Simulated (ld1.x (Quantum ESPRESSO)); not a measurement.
PBEsol ultrasoft dataset for lutetium, fully relativistic all-electron reference.

ld1.x (Quantum ESPRESSO) 7.5 input, shortened:

```
&input
   title='Lu', zed=71., rel=2, dft='PBESOL', iswitch=3,
   config='[Xe] 4f13 5d2 6s2 6p0', rel_dist='average'
 /
 &inputp
   pseudotype=3, tm=.true., lloc=-1, rcloc=1.85,
   nlcc=.true., new_core_ps=.true., rcore=0.60,
   which_augfun='PSQ', rmatch_augfun_nc=.true.
 /
8
5S  1  0   2.00   0.00  1.50  1.70  0.0
6S  2  0   2.00   0.00  1.50  1.70  0.0
5P  2  1   6.00   0.00  1.80  2.10  0.0
6P  3  1   0.00   0.00  1.80  2.10  0.0
5D  3  2   2.00   0.00  2.15  2.35  0.0
5D  3  2   0.00   0.25  2.15  2.35  0.0
4F  4  3  13.00   0.00  0.45  0.60  0.0
4F  4  3   0.00  -0.90  0.45  0.60  0.0
 &test
   configts(1)='4f13 5s2 5p6 5d2 6s2 6p0'
 /
```

Open shells are filled in proportion to 2j + 1 (rel_dist='average').

Does the generator finish with these settings?

No. ld1.x (Quantum ESPRESSO) 7.5 stopped with "chargeps: negative rho": the spherical valence density built from the smooth waves and the augmentation charge turned negative at some radius.
